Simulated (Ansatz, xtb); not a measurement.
C2H9Si2: which of two isomers lies lower

We compare a, `C[Si](C)[SiH3]`, a doublet, with b, `C[SiH](C)[SiH2]`, a doublet. Both are isolated molecules in the gas phase, relaxed with PBE0-D3(BJ)/def2-SVP; the shapes shown needn't be the lowest conformers.

a (Å):

```yaml
atoms:
  - { symbol: C, position_ang: [-1.0794, -2.1221, -2.7639] }
  - { symbol: C, position_ang: [-1.2438, -0.6034, -0.0495] }
  - { symbol: Si, position_ang: [-0.1101, -1.5029, -1.2646] }
  - { symbol: Si, position_ang: [1.1454, -3.1900, -0.2447] }
  - { symbol: H, position_ang: [-0.4212, -2.6357, -3.4806] }
  - { symbol: H, position_ang: [-1.5667, -1.2839, -3.2867] }
  - { symbol: H, position_ang: [-1.8664, -2.8303, -2.4528] }
  - { symbol: H, position_ang: [-2.0342, -1.2797, 0.3185] }
  - { symbol: H, position_ang: [-0.6816, -0.2298, 0.8194] }
  - { symbol: H, position_ang: [-1.7332, 0.2555, -0.5353] }
  - { symbol: H, position_ang: [2.0821, -3.8002, -1.2404] }
  - { symbol: H, position_ang: [1.9548, -2.6155, 0.8760] }
  - { symbol: H, position_ang: [0.3029, -4.2962, 0.3239] }
```

b (Å):

```xyz
13

C    -0.3614   -1.4800   -2.7297
C    -1.8354   -2.6550   -0.2680
Si   -0.4882   -1.4683   -0.8498
Si    1.5995   -2.0114    0.0544
H    -0.0751   -2.4788   -3.0948
H    -1.3299   -1.2161   -3.1831
H     0.3910   -0.7587   -3.0824
H    -0.8172   -0.0848   -0.3745
H    -2.8089   -2.3663   -0.6970
H    -1.9277   -2.6464    0.8284
H    -1.6119   -3.6854   -0.5848
H     1.6971   -1.9464    1.5481
H     2.1655   -3.3176   -0.4171
```

Question: Estimate E(b) − E(a) at the level CCSD(T)/def2-SVP + ΔMP2/def2-TZVPP.

Answer: Calculated at CCSD(T)/def2-SVP + ΔMP2/def2-TZVPP: E(b) − E(a) = −2.1 kcal/mol, so structure b lies lower.

How the difference moves with the method:

```
                             level              geometry  E(b) − E(a) (kcal/mol)  departure from the last row (kcal/mol)  job, with rough time for the two
                          GFN2-xTB              GFN2-xTB                      +1.5                                    +3.6              optimisation, 0.31 s
                         HF/STO-3G              GFN2-xTB                      +2.1                                    +4.3              single point, 0.64 s
                r2SCAN-D4/def2-SVP              GFN2-xTB                      −1.5                                    +0.6                single point, 13 s
              PBE0-D3(BJ)/def2-SVP  PBE0-D3(BJ)/def2-SVP                      −1.7                                    +0.5             optimisation, 2.8 min
                       HF/def2-SVP  PBE0-D3(BJ)/def2-SVP                      −2.4                                    −0.2           part of the CCSD(T) run
                      MP2/def2-SVP  PBE0-D3(BJ)/def2-SVP                      −2.3                                    −0.1           part of the CCSD(T) run
                  CCSD(T)/def2-SVP  PBE0-D3(BJ)/def2-SVP                      −2.2                                     0.0                      single point
CCSD(T)/def2-SVP + ΔMP2/def2-TZVPP  PBE0-D3(BJ)/def2-SVP                      −2.1                                                       single point, 2 min
```

As drawn, both hold the same kinds of bond in the same numbers.

GFN2-xTB, HF/STO-3G put the two in the other order. The largest departure from CCSD(T)/def2-SVP + ΔMP2/def2-TZVPP is that of HF/STO-3G, 4.3 kcal/mol. The last row adds to CCSD(T) the change of the MP2 difference between the two basis sets, here 0.0 kcal/mol.

With harmonic frequencies from PBE0-D3(BJ)/def2-SVP (ideal gas, rigid rotor, one conformer each, 298.15 K, 1 atm): the zero-point term adds −0.2 kcal/mol; ΔH is −2.4 and ΔG −2.1 kcal/mol.

Open shells are spin-unrestricted. The correlated steps freeze 12 core orbitals. Mirror images aren't counted in ΔG. Programs: Ansatz 0.2.0, xtb 6.7.1; the last row on 2 threads of Arm Neoverse N1 on a shared host.
